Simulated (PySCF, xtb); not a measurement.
C3H10OSi2, SMILES [Si@@H]1(C)[C@@H](OC1)[SiH3].

GFN2-xTB run with xtb at its own geometry gives an orbital gap of 4.11 eV and a dipole moment of 2.76 D.

Geometry: PBE0-D3(BJ)/def2-SVP. The structure was generated by enumeration; whether it is a known compound was not checked.

Problem. What does M06-2X/def2-TZVP (PySCF) give? (Estimate from the structure and the level; the computed values follow.)

Solution. gap 9.30 eV (levels -8.37 and 0.93 eV), dipole 2.32 D.
